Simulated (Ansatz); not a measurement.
Ansatz (a program for electronic structure) input for In(F)(Br)(OH) (BrFHInO), SMILES [OH][In]([F])[Br], PBE-D3(BJ)/def2-SVP. 

Ansatz 0.2 input:
```yaml
crystal:
  periodic: [false, false, false]
  atoms:
    - {symbol: In, position_ang: [0.00343542, -0.65526803, 0.00000000]}
    - {symbol: F, position_ang: [1.73944769, -1.56961474, 0.00000000]}
    - {symbol: Br, position_ang: [-0.03938157, 1.80837056, 0.00000000]}
    - {symbol: O, position_ang: [-1.63207694, -1.79105658, 0.00000000]}
    - {symbol: H, position_ang: [-1.38839418, -2.72985080, 0.00000000]}
basis:
  gaussian:
    orbitals: def2-SVP
hamiltonian:
  xc: pbe
  dispersion: d3bj
relax: {f_tol: 0.002, max_steps: 200}
```

Log of the run:

```
WARN ansatz: RAYON_NUM_THREADS=1 ignored (pool sized by the plan → 1); use --threads N
Functional definition: PBE
integrals: 0.04 GiB planned
1010 factors; their error is unknown
mean field: 0.21 GiB planned
mean field evaluation 1: about -79965.5656 eV, gradient 7.2e1 eV
mean field evaluation 2: about -79841.3559 eV, gradient 2.0e2 eV
mean field evaluation 4: about -79973.5770 eV, gradient 3.1e1 eV
mean field evaluation 8: about -79975.2441 eV, gradient 3.2e-1 eV
mean field evaluation 16: about -79975.1721 eV, gradient 3.8e-5 eV
mean field -79975.17206093 eV, -2939.0333641205 hartree, gradient 3.8e-5 eV, S^2 0.000000; 0 other end points of the search recorded, 0 dependent functions left out
the calculation of the forces begins
reference -79975.17210803 eV, -2939.0333658513 hartree; 37, 37 occupied and 54, 54 virtual orbitals, 1010 factors
relax step   1: F+E_penalty+E_count = -79975.25384119 eV  Δ(F+E_penalty+E_count) = +0.000e0 eV  max|allowed force component| = 4.285e-1 eV/Å  Δτ_max = 0.0000 Å  (29 SCF iters, accepted)
these checks for a lower state are left out or cut short: starts, cluster_reference, orbital_swaps, neighbouring_geometries, increment
integrals: 0.04 GiB planned
1010 factors; their error is unknown
mean field: 0.21 GiB planned
mean field -79975.17991755 eV, -2939.0336528461 hartree, gradient 2.0e-5 eV, S^2 0.000000; 0 other end points of the search recorded, 0 dependent functions left out
the calculation of the forces begins
reference -79975.17996466 eV, -2939.0336545772 hartree; 37, 37 occupied and 54, 54 virtual orbitals, 1010 factors
relax step   2: F+E_penalty+E_count = -79975.26143655 eV  Δ(F+E_penalty+E_count) = -7.595e-3 eV  max|allowed force component| = 1.302e-1 eV/Å  Δτ_max = 0.0158 Å  (30 SCF iters, accepted)
these checks for a lower state are left out or cut short: starts, cluster_reference, orbital_swaps, neighbouring_geometries, increment
integrals: 0.04 GiB planned
1010 factors; their error is unknown
mean field: 0.21 GiB planned
mean field evaluation 32: about -79975.1806 eV, gradient 2.0e-5 eV
mean field -79975.18058774 eV, -2939.0336774752 hartree, gradient 2.0e-5 eV, S^2 0.000000; 0 other end points of the search recorded, 0 dependent functions left out
the calculation of the forces begins
reference -79975.18063487 eV, -2939.0336792072 hartree; 37, 37 occupied and 54, 54 virtual orbitals, 1010 factors
relax step   3: F+E_penalty+E_count = -79975.26215750 eV  Δ(F+E_penalty+E_count) = -7.210e-4 eV  max|allowed force component| = 2.192e-2 eV/Å  Δτ_max = 0.0099 Å  (30 SCF iters, accepted)
these checks for a lower state are left out or cut short: starts, cluster_reference, orbital_swaps, neighbouring_geometries, increment
integrals: 0.04 GiB planned
1010 factors; their error is unknown
mean field: 0.21 GiB planned
mean field -79975.18067245 eV, -2939.0336805880 hartree, gradient 1.6e-5 eV, S^2 0.000000; 0 other end points of the search recorded, 0 dependent functions left out
the calculation of the forces begins
reference -79975.18071958 eV, -2939.0336823200 hartree; 37, 37 occupied and 54, 54 virtual orbitals, 1010 factors
relax step   4: F+E_penalty+E_count = -79975.26221052 eV  Δ(F+E_penalty+E_count) = -5.302e-5 eV  max|allowed force component| = 4.604e-3 eV/Å  Δτ_max = 0.0036 Å  (24 SCF iters, accepted)
these checks for a lower state are left out or cut short: starts, cluster_reference, orbital_swaps, neighbouring_geometries, increment
integrals: 0.04 GiB planned
1010 factors; their error is unknown
mean field: 0.21 GiB planned
mean field -79975.18068440 eV, -2939.0336810273 hartree, gradient 9.7e-6 eV, S^2 0.000000; 0 other end points of the search recorded, 0 dependent functions left out
the calculation of the forces begins
reference -79975.18073153 eV, -2939.0336827592 hartree; 37, 37 occupied and 54, 54 virtual orbitals, 1010 factors
relax step   5: F+E_penalty+E_count = -79975.26222196 eV  Δ(F+E_penalty+E_count) = -1.143e-5 eV  max|allowed force component| = 4.537e-3 eV/Å  Δτ_max = 0.0029 Å  (24 SCF iters, accepted)
these checks for a lower state are left out or cut short: starts, cluster_reference, orbital_swaps, neighbouring_geometries, increment
integrals: 0.04 GiB planned
1010 factors; their error is unknown
mean field: 0.21 GiB planned
mean field -79975.18068519 eV, -2939.0336810562 hartree, gradient 4.8e-5 eV, S^2 0.000000; 0 other end points of the search recorded, 0 dependent functions left out
the calculation of the forces begins
reference -79975.18073232 eV, -2939.0336827882 hartree; 37, 37 occupied and 54, 54 virtual orbitals, 1010 factors
relax step   6: F+E_penalty+E_count = -79975.26222393 eV  Δ(F+E_penalty+E_count) = -1.970e-6 eV  max|allowed force component| = 3.995e-4 eV/Å  Δτ_max = 0.0012 Å  (20 SCF iters, accepted)
integrals: 0.04 GiB planned
1010 factors; their error is unknown
mean field: 0.21 GiB planned
mean field evaluation 64: about -79975.2527 eV, gradient 8.4e-2 eV
mean field -79975.18068519 eV, -2939.0336810562 hartree, gradient 4.8e-5 eV, S^2 0.000000; 1 other end points of the search recorded, 0 dependent functions left out
the calculation of the forces begins
reference -79975.18073232 eV, -2939.0336827882 hartree; 37, 37 occupied and 54, 54 virtual orbitals, 1010 factors
Total energy: -79975.26227106 eV, -2939.0366792816 hartree
Atom 0 at     0.000130    -0.654074     0.000000 Å, force    -0.000160    -0.000400    -0.000000 eV/Å
Atom 1 at     1.746621    -1.578659    -0.000000 Å, force    -0.000143    -0.000033     0.000000 eV/Å
Atom 2 at    -0.038927     1.815195    -0.000000 Å, force     0.000008     0.000221     0.000000 eV/Å
Atom 3 at    -1.654888    -1.791327     0.000000 Å, force     0.000110     0.000001     0.000000 eV/Å
Atom 4 at    -1.369906    -2.728554    -0.000000 Å, force     0.000185     0.000210    -0.000000 eV/Å
Dipole moment:    -0.155520    -0.180398     0.000000 e Å
```

The calculation finished and met its thresholds.
